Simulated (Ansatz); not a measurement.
Consider the ligand exchange at the Al–C bond: `[CH3][AlH][CH3]` + `N=C=O` → `[CH3][AlH][N]=C=O` + CH₄.

Computed with Ansatz on PBE0-D4/def2-TZVP structures; ΔE is electronic, products minus reactants. CCSD(T)/CBS adds triple-zeta CCSD(T) − MP2 to the extrapolated MP2 energy (def2 sets, frozen cores). This one scheme is used for every species. Functionals use def2-TZVPP. HSE06 is defined as in plane-wave codes. Each species was taken in one conformer, which may not be the lowest.

`[CH3][AlH][CH3]`:

```xyz
10

C    -0.220    1.473   -0.875
Al    0.722    0.042    0.065
C    -0.241   -1.486    0.811
H    -0.835    1.072   -1.688
H     0.447    2.228   -1.297
H    -0.913    1.985   -0.196
H     2.305    0.109    0.250
H    -1.311   -1.475    0.591
H     0.171   -2.430    0.438
H    -0.125   -1.517    1.900
```

`N=C=O`:

Cartesian coordinates in Å:
```
N 0.509 0.528 0.221
C -0.098 -0.380 -0.296
O -0.565 -1.274 -0.871
H 0.155 1.126 0.946
```

`[CH3][AlH][N]=C=O`:

```xyz
9

C     0.182    0.294    1.647
Al   -0.636   -0.546    0.104
N    -0.010   -0.124   -1.504
C     0.397    0.145   -2.595
O     0.797    0.411   -3.658
H    -0.338    0.058    2.578
H     1.222   -0.029    1.754
H     0.205    1.383    1.535
H    -1.819   -1.591    0.138
```

CH₄:

```xyz
5

C     0.000    0.000    0.000
H    -0.534   -0.911   -0.268
H    -0.118    0.190    1.067
H    -0.406    0.839   -0.565
H     1.058   -0.117   -0.234
```

```
         level  ΔE (kJ/mol)  difference from CCSD(T)/CBS
       BLYP-D4       -160.2                          2.4
      HSE06-D4       -156.6                          6.0
  CAM-B3LYP-D4       -166.4                         -3.8
        B2PLYP       -166.6                         -4.0
      PBE-QIDH       -163.8                         -1.2
       r2SCANh       -162.7                         -0.1
         BHLYP       -172.7                        -10.1
 HF/def2-TZVPP       -183.3                        -20.7
 HF/def2-QZVPP       -183.2                        -20.6
MP2/def2-QZVPP       -167.3                         -4.7
   CCSD(T)/CBS       -162.6                            0
```

Largest T1 diagnostic among the species: 0.018.

From BLYP to BHLYP (50 % exact exchange), in def2-TZVPP and without D4, ΔE moves by −13.0 kJ/mol. Leaving LDA and LC-ωPBE aside and taking each functional with its dispersion term where it has one, the values, not all of them listed here, spread over 23.0 kJ/mol, from BHLYP-D4 to PBE-D4. In def2-TZVPP, CCSD(T) changes the Hartree–Fock value by +19.7 kJ/mol (the triples alone add +2.6 kJ/mol) and MP2 by +15.4 kJ/mol.
